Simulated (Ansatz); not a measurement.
CH3S (SMILES [CH2]S) moved off its minimum; all values from Ansatz (an electronic-structure program), cores frozen in correlated methods. Open shells are unrestricted.
(charge 0, multiplicity 2)
```xyz
5

C     -0.9450     0.4833     0.0534
S      0.4834    -0.3331    -0.0366
H     -1.9139    -0.1334     0.0057
H     -1.0690     1.5793     0.0617
H      1.2920     0.7644    -0.0282
```

Q: Give the forces (eV/Å), the total energy and the dipole at CCSD(T)/cc-pV(T+d)Z.

A: 
```csv
atom,Fx,Fy,Fz
C1,-4.108,0.734,0.023
S2,2.225,-0.309,-0.116
H3,1.767,0.991,0.103
H4,0.336,-0.834,-0.010
H5,-0.219,-0.582,0.000
```
Energy -437.5029 hartree, dipole 0.86 D.
